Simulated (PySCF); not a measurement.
All numbers come from UPBE in PySCF with Hg def2-SVPD with ECP60, I def2-SVPD with ECP28; scalar-relativistic core potentials, no spin–orbit coupling; density-fitted integrals.

```xyz
3
charge -1 multiplicity 2, angstrom
Hg    0.0000    0.0000    0.0251
I     3.0414    0.0000    0.0308
I    -3.0414    0.0000    0.0308
```

HgI₂⁻ (doublet), along the line from Hg1 (at 0) through I2 (at 3.041 Å). Core electrons replaced by a potential are absent, the electrostatic potential uses the reduced nuclear charge, and values within about 0.7 Å of such atoms have no physical meaning.

Q: Tabulate the fields along this line at -0.91, -0.76, 0.76, 0.91, 1.06, 1.22, 1.37, 1.52, 1.67, 1.82, 1.98, 2.13, 2.28, 3.80, 3.95, 4.11, 4.26, 4.41, 4.56, 4.71, 4.87 Å.

A: 
```csv
distance (Å),electron density (e/Å³),spin density (e/Å³),electron localisation function,electrostatic potential (V)
-0.91,1.18,0.069,0.393,17.1
-0.76,2.7,0.102,0.542,36.5
0.76,2.7,0.102,0.542,36.5
0.91,1.18,0.069,0.393,17.1
1.06,0.584,0.0354,0.301,7.75
1.22,0.345,0.0122,0.246,3.02
1.37,0.253,0.000102,0.215,0.797
1.52,0.239,-0.00157,0.27,0.287
1.67,0.285,0.0076,0.457,1.35
1.82,0.389,0.0282,0.608,4.39
1.98,0.566,0.0585,0.571,10.4
2.13,0.867,0.0887,0.364,21.4
2.28,1.62,0.0945,0.236,41.4
3.80,1.63,0.0663,0.246,41.1
3.95,0.861,0.0871,0.39,21.1
4.11,0.538,0.0811,0.62,10.1
4.26,0.34,0.0641,0.723,3.88
4.41,0.21,0.0462,0.74,0.407
4.56,0.127,0.0318,0.701,-1.53
4.71,0.0773,0.0214,0.626,-2.61
4.87,0.0475,0.0145,0.535,-3.18
```

On a grid of 0.15 Å the density has a local minimum along the bond near 1.52 Å from Hg, at 0.24 e/Å³, where the ELF is 0.27.

Spin–orbit coupling, left out here, can matter for elements this heavy.
